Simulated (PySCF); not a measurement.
Al(Me)(F)2 (CH3AlF2), SMILES [CH3][Al]([F])[F]. Heavy atoms are numbered as in [Al:1]([CH3:2])([F:6])[F:7]. Hydrogens are named by the atom that carries them.

Geometry: B3LYP-D3(BJ)/def2-SVP. The isomer is the one that the SMILES or the coordinates give; other isomers of the formula were not compared.

The numbers are results of PySCF with HF/pcSseg-1, not measurements.

GIAO shieldings, no solvent; atoms alike by connectivity are averaged. δ = σ(ref) − σ: ¹³C against TMS (σ = 192.6 ppm); ¹H against TMS (σ = 31.99 ppm); ¹⁹F against CFCl3 (σ = 238.5 ppm), references at their B3LYP-D3(BJ)/def2-TZVP geometries, non-relativistic.

Computed chemical shifts:
| nucleus | atoms | count | δ (ppm) |
|---|---|---|---|
| ¹³C | C2 (CH3) | 1 | -16.2 |
| ¹H | H on C2 | 3 | 0.24 |
| ¹⁹F | F6 | 2 | -134.4 |
